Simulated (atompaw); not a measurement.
Ranking PAW (atompaw) potentials for N

All share these settings but for the change named:

```json
{"Element": "N", "Generator": "atompaw 4.2.0.5", "Type": "PAW", "Functional": "LDA (PW92)", "Relativity": "scalar-relativistic", "Frozen core": "[He]", "Valence charge": "5", "Reference configuration": "2s1.5 2p3.5", "Partial waves": "2s (bound): rc 1.70 bohr; 2s channel at -0.65 Ry: rc 1.25 bohr; 2p (bound): rc 1.70 bohr; 2p channel at -0.05 Ry: rc 1.70 bohr; 3d channel at 0.2 Ry: rc 1.70 bohr", "Local potential": "troulliermartins scheme with l = 3 at 0 Ry, radius 1.60 bohr", "Core correction": "smooth core density matched at 1.05 bohr", "Augmentation charge": "besselshape compensation charge, radius 1.50 bohr; PAW radius 1.70 bohr; waves and projectors: custom rrkj vanderbiltortho"}
```

Cutoff: the first of the cutoffs (Ry, on a coarse ladder) from which the occupation-weighted sum of valence levels, in a spherical-Bessel basis at the reference potential, stays within 10 and 1 mRy of its value at 400 Ry; the density cutoff is not measured.

The base gives 25 Ry.

Of 9 variants that were run, those that failed, showed a ghost or another fault, or gave nearly equal values are left out.

A variant can come out equal or close to the base.

(1) Rank these variants from softest to hardest (loose cutoff).
A. all radii scaled by about 0.91 (s 1.54, p 1.54, d 1.54 bohr); local potential troulliermartins scheme with l = 3 at 0 Ry, radius 1.46 bohr; augmentation besselshape compensation charge, radius 1.36 bohr; PAW radius 1.54 bohr; waves and projectors: custom rrkj vanderbiltortho; core correction smooth core density matched at 0.96 bohr
B. all radii scaled by about 1.11 (s 1.88, p 1.88, d 1.88 bohr); local potential troulliermartins scheme with l = 3 at 0 Ry, radius 1.76 bohr; augmentation besselshape compensation charge, radius 1.66 bohr; PAW radius 1.88 bohr; waves and projectors: custom rrkj vanderbiltortho; core correction smooth core density matched at 1.16 bohr
C. all radii scaled by about 1.31 (s 2.22, p 2.22, d 2.22 bohr); local potential troulliermartins scheme with l = 3 at 0 Ry, radius 2.08 bohr; augmentation besselshape compensation charge, radius 1.96 bohr; PAW radius 2.22 bohr; waves and projectors: custom rrkj vanderbiltortho; core correction smooth core density matched at 1.36 bohr
D. all radii scaled by about 0.95 (s 1.62, p 1.62, d 1.62 bohr); local potential troulliermartins scheme with l = 3 at 0 Ry, radius 1.52 bohr; augmentation besselshape compensation charge, radius 1.44 bohr; PAW radius 1.62 bohr; waves and projectors: custom rrkj vanderbiltortho; core correction smooth core density matched at 1.00 bohr
E. all radii scaled by about 0.84 (s 1.42, p 1.42, d 1.42 bohr); local potential troulliermartins scheme with l = 3 at 0 Ry, radius 1.32 bohr; augmentation besselshape compensation charge, radius 1.24 bohr; PAW radius 1.42 bohr; waves and projectors: custom rrkj vanderbiltortho; core correction smooth core density matched at 0.88 bohr

## Answers

(1) C (15 Ry), B (18 Ry), D (25 Ry), A (30 Ry), E (35 Ry).
